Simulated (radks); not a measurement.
Task: All-electron atom: Hg III in [Xe] 4f14 5d10. Calculated with a radial shooting solver on a logarithmic mesh with Libxc functionals: Dirac Kohn-Sham, PBE, spin-unpolarised, spherical densities, point nucleus. Some entries of the table are withheld. Estimate them.

orbital,occ.,eigenvalue (eV),<r> (bohr),<r^2> (bohr^2)
1s1/2,2,-83067.53,0.01658,0.0003806
2s1/2,2,-14725.37,0.06923,0.005736
2p1/2,2,-14126.24,(1),0.004054
2p3/2,4,-12178.15,(2),0.005240
3s1/2,2,-3508.538,0.1801,0.03723
3p1/2,2,-3239.304,0.1704,0.03392
3p3/2,4,-2807.789,0.1863,0.04031
3d3/2,4,-2363.234,0.1621,0.03086
3d5/2,6,-2270.800,0.1670,0.03260
4s1/2,2,-786.3416,(3),0.1799
4p1/2,2,-671.0010,0.4011,(4)
4p3/2,4,-566.8099,0.4353,(5)
4d3/2,4,(6),0.4425,0.2264
4d5/2,6,(7),0.4536,0.2377
5s1/2,2,-137.0771,0.9028,0.9144
4f5/2,6,-117.0910,0.4793,0.2773
4f7/2,8,-112.8987,0.4860,0.2852
5p1/2,2,-99.0975,0.9725,1.068
5p3/2,4,-80.8602,1.069,1.292
5d3/2,4,(8),1.412,2.330
5d5/2,6,(9),1.465,2.514

Result: 
(1) 2p1/2 <r> (bohr): 0.05692
(2) 2p3/2 <r> (bohr): 0.06560
(3) 4s1/2 <r> (bohr): 0.3990
(4) 4p1/2 <r^2> (bohr^2): 0.1833
(5) 4p3/2 <r^2> (bohr^2): 0.2154
(6) 4d3/2 eigenvalue (eV): -378.6291
(7) 4d5/2 eigenvalue (eV): -359.2088
(8) 5d3/2 eigenvalue (eV): -29.9432
(9) 5d5/2 eigenvalue (eV): -28.0216
